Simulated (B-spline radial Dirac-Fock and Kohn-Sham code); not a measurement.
Tm⁴²⁺: eigenvalues, ΔSCF and the reference

System: the Tm⁴²⁺ ion, [Ar] 3d9.

The density-functional columns are spherical, spin-unpolarised Dirac-Kohn-Sham results without Breit or QED terms: −ε is minus the orbital energy of the initial state and ΔSCF the difference of two total energies. The reference in the last column comes from multi-electron Dirac-Fock with separately optimised hole states, Breit and Lamb-shift corrections added in first order. All numbers are from an atomic code on a B-spline grid, in eV; a selection of levels is shown. For the 1s level of heavy atoms much of the gap between ΔSCF and the reference is the Breit and QED part, -276.3 eV here; for other levels the error of the functional can be larger.

| level | LDA −ε | LDA ΔSCF | Dirac-Fock |
| --- | --- | --- | --- |
| K | 61234.9 | 61774.0 | 61508.5 |
| L1 | 12010.6 | 12134.3 | 12187.5 |
| L2 | 11560.1 | 11710.3 | 11694.6 |
| L3 | 10574.9 | 10710.6 | 10719.3 |
| M1 | 4141.0 | 4193.9 | 4232.9 |
| M2 | 3947.8 | 4003.3 | 4021.8 |
| M3 | 3726.8 | 3779.3 | 3800.3 |
| M4,5 | 3376.6 | 3435.7 | 3434.3 |

Values without a named source are computed, but for edge energies of neutral atoms, which are taken from tables.
